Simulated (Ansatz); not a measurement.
Consider the formal hydrolysis of a Zn–S bond: `[SH][Zn][SH]` + H₂O → `[OH][Zn][SH]` + H₂S.

Gas-phase electronic energies from Ansatz, PBE0-D4/def2-TZVP geometries. CBS: MP2 limit from def2 TZ/QZ plus the TZ coupled-cluster correction, frozen cores. This one scheme is used for every species. Functionals use def2-TZVPP. B3LYP here is the variant with VWN-RPA as its local correlation; programs differ in this. HSE06 is defined as in plane-wave codes. For Zn outer-core shells are correlated without core-valence functions, which leaves a few kJ/mol of doubt a bond. Scalar relativity is left out up to krypton. One conformer a species, not always the lowest.

| level | ΔE (kJ/mol) | difference from CCSD(T)/CBS |
| --- | --- | --- |
| LDA (SPW92) | 58.1 | -2.3 |
| PBE-D4 | 59.5 | -0.9 |
| revPBE-D4 | 59.3 | -1.1 |
| BLYP-D4 | 51.1 | -9.3 |
| r2SCAN-D4 | 58.7 | -1.7 |
| B97M-V | 56.4 | -4.0 |
| PBE0-D4 | 66.1 | 5.7 |
| B3LYP-D4 | 57.1 | -3.3 |
| r2SCANh-D4 | 61.5 | 1.1 |
| HSE06-D4 | 66.4 | 6.0 |
| BHLYP-D4 | 62.7 | 2.3 |
| CAM-B3LYP-D4 | 52.9 | -7.5 |
| ωB97X-V | 55.6 | -4.8 |
| ωB97M-V | 59.7 | -0.7 |
| B2PLYP | 53.8 | -6.6 |
| PBE-QIDH | 63.7 | 3.3 |
| revPBE | 57.6 | -2.8 |
| BLYP | 48.1 | -12.3 |
| r2SCAN | 58.3 | -2.1 |
| PBE0 | 64.6 | 4.2 |
| r2SCAN0 | 64.6 | 4.2 |
| HSE06 | 64.9 | 4.5 |
| BHLYP | 59.4 | -1.0 |
| CAM-B3LYP | 51.2 | -9.2 |
| LC-ωPBE | 55.9 | -4.5 |
| RPA@PBE/def2-TZVPP | 46.9 | -13.5 |
| HF/def2-SVP | 65.1 | 4.7 |
| CCSD/def2-SVP | 51.6 | -8.8 |
| CCSD(T)/def2-SVP | 51.6 | -8.8 |
| HF/def2-TZVPP | 63.3 | 2.9 |
| MP2/def2-TZVPP | 56.4 | -4.0 |
| SCS-MP2/def2-TZVPP | 52.0 | -8.4 |
| CCSD(T)/def2-TZVPP | 54.9 | -5.5 |
| MP2/def2-QZVPP | 58.6 | -1.8 |
| SCS-MP2/def2-QZVPP | 54.3 | -6.1 |
| CCSD/def2-QZVPP | 56.6 | -3.8 |
| CCSD(T)/def2-QZVPP | 57.0 | -3.4 |
| HF/CBS(def2) | 60.4 | 0.0 |
| MP2/CBS(def2) | 61.8 | 1.4 |
| CCSD/CBS(def2) | 60.5 | 0.1 |
| CCSD(T)/CBS | 60.4 | 0 |

(1) What do rigid-rotor, harmonic-oscillator terms from PBE0-D4/def2-TZVP frequencies (298.15 K, 1 bar) make of the CCSD(T)/CBS value? (Best estimate.)

Largest T1 diagnostic among the species: 0.016.

Answers

(1) Ansatz gave: ΔZPE = -6.4 kJ/mol, ΔH = +53.0 kJ/mol, ΔS = 7 J/(mol·K), ΔG = +50.9 kJ/mol.

From BLYP to BHLYP (50 % exact exchange), in def2-TZVPP and without D4, ΔE moves by +11.3 kJ/mol. At CCSD(T), def2-SVP lies −8.8 kJ/mol from the extrapolated value and def2-TZVPP −5.5 kJ/mol.
